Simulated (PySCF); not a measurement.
## Vertical excitation energies

2-selenophenecarboxylic acid, C₅H₄O₂Se.
Atom-mapped SMILES: `[O:1]=[C:2]([OH:3])[c:4]1[cH:5][cH:6][cH:7][se:8]1` (hydrogens: H9 on O3; H10 on C5; H11 on C6; H12 on C7)

Theory: TDDFT CAM-B3LYP/def2-SVPD, vertical, gas phase, core orbitals frozen in the response in PySCF 2.14.0, density-fitted response routines. Geometry: PBE0-D3(BJ)/def2-SVP, one conformer, isolated molecule. Relativistic effects, spin–orbit coupling among them, are left out although an element past zinc is present. Torsions of this conformer, `[O:1]=[C:2]([OH:3])[c:4]1[cH:5][cH:6][cH:7][se:8]1`: O1–C2–C4–C5 -2°, H–O3–C2–O1 0°.

List the vertical singlet excitations with oscillator strengths and describe the spectrum.

| state | E (eV) | λ (nm) | f | main configurations (H = HOMO, L = LUMO) |
| --- | --- | --- | --- | --- |
| S1 | 4.80 | 258.6 | 0.126 | H→L (92%) |
| S2 | 5.02 | 247.0 | 0.176 | H-1→L (93%) |
| S3 | 5.17 | 239.7 | 0.0010 | H-2→L (86%), H-2→L+4 (8%) |
| S4 | 5.65 | 219.6 | 0.0006 | H→L+1 (64%), H-1→L+1 (13%), H→L+5 (13%) |
| S5 | 6.05 | 205.0 | 0.0014 | H-1→L+1 (66%), H→L+1 (14%), H-1→L+5 (11%) |
| S6 | 6.76 | 183.5 | 0.0007 | H-4→L (92%) |

The lowest singlet lies at 4.80 eV (259 nm, ultraviolet) and is of moderate strength; its leading configuration is HOMO→LUMO (92%). The most intense listed level is S2 at 5.02 eV (247 nm, f = 0.176), 0.22 eV above S1. Löwdin shares by element: HOMO carbon 44% or more, selenium 42%; LUMO carbon 45% or more, selenium 16% (atoms not listed hold the other 39%). Orbital energies (eV): HOMO-3 -11.07, HOMO-2 -9.86, HOMO-1 -8.58, HOMO -8.54, LUMO -0.83, LUMO+1 0.66, LUMO+2 0.88. The listed states span 1.96 eV, and the widest gap between neighbours is 0.71 eV (S5 to S6). The oscillator strengths of these states sum to 0.306; summed over the whole spectrum of an exact calculation they would give the number of electrons, 84 (Thomas–Reiche–Kuhn). No computed singlet lies in the visible range (380 to 750 nm); the lowest, at 259 nm, stands 1.53 eV above its violet end (3.26 eV). The window holds the lowest 6 singlets.
